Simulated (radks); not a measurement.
The lithium anion Li-, [He] 2s2, held by a Watson sphere: a shell of charge +1 at radius R that stands for the Madelung well of a crystal (potential energy -1/R inside, -1/r outside, in hartree with lengths in bohr). Method: non-relativistic Kohn-Sham, LDA (Slater exchange, Perdew-Wang correlation), spin-unpolarised, spherical densities, point nucleus; computed with a radial shooting solver on a logarithmic mesh with Libxc functionals. Response by self-consistent Sternheimer equations with the Hartree and adiabatic LDA kernel. The sphere does not respond.

| R (bohr) | e(1s) (eV) | e(2s) (eV) | <r> 2s (bohr) | sum of <r^2> (bohr^2) | X-ray form factor at sin(theta)/lambda = 0.2 1/angstrom | alpha (bohr^3) |
|---|---|---|---|---|---|---|
| 1.95 | -52.988 | -4.602 | 3.211 | 25.34 | 1.756 | 85.57 |
| 2.01 | -52.712 | -4.578 | 3.230 | 25.61 | 1.751 | 86.90 |
| 3.17 | -50.231 | -4.012 | 3.646 | 32.06 | 1.702 | 125.9 |
| 3.79 | -49.840 | -3.696 | 3.874 | 36.06 | 1.699 | 155.6 |
| 3.97 | -49.767 | -3.607 | 3.938 | 37.25 | 1.700 | 165.2 |
